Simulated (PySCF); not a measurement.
This PySCF input asks for the NMR shieldings of SMILES C/C(BF)=C\C=C/[SiH3], C₅H₁₀BFSi; the geometry comes from GFN2-xTB.

```python
import basis_set_exchange as bse
import numpy as np
from pyscf import gto, dft
from pyscf.prop import nmr

atoms = """
C     1.812258   -1.816179    0.039760
C     1.506832   -0.339923    0.021567
B     2.668952    0.681414    0.027933
F     2.394670    1.977160    0.011823
C     0.227059    0.109308    0.000404
C    -0.961871   -0.693686   -0.007780
C    -2.203420   -0.185883   -0.028180
Si   -2.678861    1.637511   -0.049624
H     2.886091   -1.979612    0.055660
H     1.403693   -2.306862   -0.842811
H     1.379775   -2.290255    0.920072
H     3.809135    0.396596    0.046341
H     0.062661    1.179210   -0.011155
H    -0.822191   -1.768513    0.002822
H    -3.022893   -0.895395   -0.032460
H    -2.182163    2.308691    1.153888
H    -2.145562    2.290802   -1.247273
H    -4.142924    1.701935   -0.072641
"""
names = dict.fromkeys(["C", "B", "F", "Si", "H"], "pcSseg-1")
basis = {el: gto.basis.parse(bse.get_basis(n, elements=[el], fmt="nwchem")) for el, n in names.items()}
mol = gto.M(atom=atoms, basis=basis, charge=0, verbose=0)
mf = dft.RKS(mol, xc="PBE0")
mf.grids.level = 2
mf.grids.alignment = dft.numint.BLKSIZE   # the property module wants whole blocks of grid points
mf.conv_tol = 1e-9
mf.kernel()

calc = nmr.RKS(mf)   # GIAO
C = mf.mo_coeff
Co = C[:, mf.mo_occ > 0]
resp = mf.gen_response(singlet=True, hermi=2)
def vind(x):   # induced exchange potential for any number of trial vectors
    d = np.einsum("pi,xij,qj->xpq", C, 2 * x.reshape(-1, C.shape[1], Co.shape[1]), Co, optimize=True)
    return np.einsum("xpq,pi,qj->xij", resp(d - d.transpose(0, 2, 1)), C, Co, optimize=True).ravel()
mo1, _ = nmr.rhf.solve_mo1(calc, with_cphf=vind)
sigma = calc.kernel(mo1)
for i, s in enumerate(sigma):   # ppm
    print("%2d %-2s %9.2f" % (i, mol.atom_pure_symbol(i), np.trace(s) / 3))
```

Q: What does it print?

A: 
```
 0 C     170.30
 1 C      41.53
 2 B      53.54
 3 F     209.25
 4 C      32.70
 5 C      35.20
 6 C      45.36
 7 Si    437.47
 8 H      29.50
 9 H      29.64
10 H      29.64
11 H      26.35
12 H      24.24
13 H      24.05
14 H      25.04
15 H      27.30
16 H      27.30
17 H      27.63
```

These numbers come from an equivalent density-fitted implementation of the same equations, which agrees with the script to about 0.01 ppm for H and up to a few tenths of a ppm for heavy atoms, so last digits may differ.

Size and cost of the density-fitted run: 193 basis functions, 68 s wall time on 1 thread of an AMD EPYC, shared host; peak memory 0.85 GiB.
